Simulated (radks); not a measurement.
Values are calculated unless marked as measured or tabulated.
Task: Ionisation of Os, [Xe] 4f14 5d6 6s2, to Os+, [Xe] 4f14 5d6 6s1, under several functionals. Dirac Kohn-Sham, spin-unpolarised, spherical densities, point nucleus; open shells are shared between the two j in proportion to 2j + 1; a radial shooting solver on a logarithmic mesh with Libxc functionals. Known Delta-SCF values: exchange-only PBE 8.844 eV; LDA (Slater exchange, VWN5 correlation) 9.861 eV. What does LDA (Slater exchange, Perdew-Wang correlation) give, and what is its highest occupied eigenvalue?

Result: 9.861 eV by Delta-SCF; the 5d5/2 eigenvalue is -6.057 eV. NIST: 8.438 eV (measured).

Beside tabulated values, note that spin-unpolarised runs miss the spin-polarisation part of the exchange energy of open shells.
